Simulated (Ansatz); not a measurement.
Consider the formal exchange of groups at a B–Si bond: `O=CB(F)[SiH3]` + CH₄ → `CB(F)C=O` + SiH₄.

Calculated with Ansatz (gas phase, PBE0-D4/def2-TZVP geometries, no zero-point term in ΔE). CBS: MP2 limit from def2 TZ/QZ plus the TZ coupled-cluster correction, frozen cores. This one scheme is used for every species. DFT in def2-TZVPP. HSE06 is defined as in plane-wave codes. One conformer a species, not always the lowest.

Task: Is it downhill or uphill in electronic energy at CCSD(T)/CBS, and by how much? (An estimate is asked.)

Result: Ansatz gave: Downhill: ΔE = -0.28 eV.

Task: What do these levels give: PBE-D4, r2SCANh-D4, r2SCAN0-D4, CAM-B3LYP-D4, ωB97M-V, B2PLYP, PBE0, HSE06, CAM-B3LYP, LC-ωPBE, MP2/def2-TZVPP, HF/def2-QZVPP? (Estimate.)

Result: Computed: PBE-D4 -0.22, r2SCANh-D4 -0.30, r2SCAN0-D4 -0.32, CAM-B3LYP-D4 -0.32, ωB97M-V -0.34, B2PLYP -0.31, PBE0 -0.28, HSE06 -0.28, CAM-B3LYP -0.34, LC-ωPBE -0.30, MP2/def2-TZVPP -0.34, HF/def2-QZVPP -0.38 eV.

Largest T1 diagnostic among the species: 0.015.

From PBE to PBE0 (25 % exact exchange), in def2-TZVPP and without D4, ΔE moves by −0.04 eV. In def2-TZVPP, CCSD(T) changes the Hartree–Fock value by +0.08 eV (the triples alone add +0.02 eV) and MP2 by +0.03 eV.
